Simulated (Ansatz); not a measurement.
Ge2O2⁺. The state is a doublet with charge 1. Geometry PBE-D4/def2-SVP; atoms count from 1.

Cartesian coordinates in Å:
```
Ge -1.055 0.730 -0.359
Ge 1.055 -0.730 0.359
O 0.486 0.123 -1.178
O -0.486 -0.123 1.178
```

The structure comes from a short search, and lower isomers may exist.

**Question.** Estimate the Mulliken populations from the PBE0/def2-TZVP orbitals of Ansatz.

**Answer.** 
```tsv
atom	charge (e)	spin (α − β)
Ge1	0.92	0.26
Ge2	0.92	0.26
O3	-0.42	0.24
O4	-0.42	0.24
```
Mulliken values depend strongly on the basis.

**Question.** Where does the spin sit?

**Answer.** Summed by element: Ge 0.51, O 0.49, of 1 unpaired in all. Largest on single atoms: Ge1 0.26, Ge2 0.26, O3 0.24.

**Question.** And the Mayer bond orders between heavy atoms (over 0.3)?

**Answer.** Ge1–O3 0.97 (1.85 Å); Ge1–O4 0.97 (1.85 Å); Ge2–O3 0.97 (1.85 Å); Ge2–O4 0.97 (1.85 Å).
